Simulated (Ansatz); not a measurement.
Species: N-germyl-N-methylethanamine, C3H11GeN (charge 0, singlet). 
Coordinates optimised at B3LYP-D3(BJ)/def2-TZVP (Ansatz, a first-principles code):
SMILES: CC[N](C)[GeH3]
```xyz
16

C      2.3849    -0.0002    -0.2707
C      1.3470    -1.1065    -0.1619
N     -0.0063    -0.6758    -0.4928
C     -0.9269    -1.8017    -0.5410
Ge    -0.6752     0.8542     0.3220
H      3.3848    -0.4120    -0.1257
H      2.2405     0.7748     0.4848
H      2.3439     0.4721    -1.2534
H      1.6123    -1.9097    -0.8598
H      1.3938    -1.5538     0.8466
H     -1.9236    -1.4694    -0.8327
H     -0.5853    -2.5247    -1.2894
H     -1.0140    -2.3395     0.4173
H      0.1054     2.0849    -0.1612
H     -2.1476     0.9439    -0.1083
H     -0.5882     0.7805     1.8696
```
Charge 0, spin multiplicity 1.

Basis-set convergence of Hartree-Fock and CCSD correlation energies (hartree) with Ansatz. Valence correlation only, unless marked. No spin-orbit coupling. The frozen core is the preceding noble-gas configuration, with the filled d and f shells of earlier blocks. Non-relativistic.

```json
[
 {"basis": "aug-cc-pVDZ", "functions": "227", "E(HF)": "-2249.79053", "E(corr, CCSD)": "-0.81685"},
 {"basis": "aug-cc-pVTZ", "functions": "496", "E(HF)": "(withheld)", "E(corr, CCSD)": "(withheld)"}
]
```

Problem. What belongs in the gaps?

Solution. 
- aug-cc-pVTZ, E(HF): -2249.90861
- aug-cc-pVTZ, E(corr, CCSD): -0.94755
